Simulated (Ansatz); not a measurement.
Consider the ligand exchange at a B–O bond: `CB(O)OCF` + CH₃SH → `CSB(C)O` + `OCF`.

Isolated molecules relaxed with PBE0-D4/def2-TZVP in Ansatz; ΔE leaves out vibrations. CCSD(T)/CBS adds triple-zeta CCSD(T) − MP2 to the extrapolated MP2 energy (def2 sets, frozen cores). This one scheme is used for every species. Functionals use def2-TZVPP. Each species was taken in one conformer, which may not be the lowest.

| level | ΔE (kJ/mol) |
| --- | --- |
| BLYP | 56.6 |
| PBE0 | 50.1 |
| r2SCANh | 53.1 |
| CCSD/def2-TZVPP | 61.0 |

(1) What does CCSD(T)/CBS give? (Best estimate.)

Largest T1 diagnostic among the species: 0.012.

Answers

(1) Ansatz gave: +54.0 kJ/mol. The listed levels differ from it by 2.6, -3.9, -0.9, 7.0 kJ/mol.

At CCSD(T), def2-SVP lies +14.4 kJ/mol from the extrapolated value and def2-TZVPP +3.1 kJ/mol. Leaving LDA and LC-ωPBE aside and taking each functional with its dispersion term where it has one, the values, not all of them listed here, spread over 22.8 kJ/mol, from revPBE-D4 to CAM-B3LYP-D4. LDA lies +5.8 kJ/mol from PBE without D4.
